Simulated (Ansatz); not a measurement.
Computed with Ansatz on PBE0-D4/def2-TZVP structures; ΔE is electronic, products minus reactants. CBS: MP2 limit from def2 TZ/QZ plus the TZ coupled-cluster correction, frozen cores. Functionals use def2-TZVPP. B3LYP here is the variant with VWN-RPA as its local correlation; programs differ in this. Each species was taken in one conformer, which may not be the lowest.

Consider the substitution at a C–C bond: `C=CC(C)S` + `N[SiH2]S` → `C=CN[SiH2]S` + `CCS`.

| level | ΔE (kJ/mol) | difference from CCSD(T)/CBS |
| --- | --- | --- |
| PBE0-D4 | 3.1 | -10.8 |
| B3LYP-D4 | 2.0 | -11.9 |
| ωB97X-V | 6.2 | -7.7 |
| ωB97M-V | 8.7 | -5.2 |
| r2SCAN | 2.6 | -11.3 |
| PBE0 | 0.8 | -13.1 |
| B3LYP | -2.5 | -16.4 |
| HF/def2-TZVPP | 2.1 | -11.8 |
| SCS-MP2/def2-TZVPP | 11.6 | -2.3 |
| CCSD/def2-TZVPP | 10.8 | -3.1 |
| CCSD(T)/def2-TZVPP | 11.5 | -2.4 |
| HF/def2-QZVPP | 1.9 | -12.0 |
| MP2/def2-QZVPP | 15.7 | 1.8 |
| SCS-MP2/def2-QZVPP | 13.0 | -0.9 |
| HF/CBS(def2) | 1.9 | -12.0 |
| CCSD/CBS(def2) | 13.2 | -0.7 |
| CCSD(T)/CBS | 13.9 | 0 |

Largest T1 diagnostic among the species: 0.012.

In def2-TZVPP, CCSD(T) changes the Hartree–Fock value by +9.5 kJ/mol (the triples alone add +0.7 kJ/mol) and MP2 by +12.3 kJ/mol. From PBE to PBE0 (25 % exact exchange), in def2-TZVPP and without D4, ΔE moves by +3.5 kJ/mol.
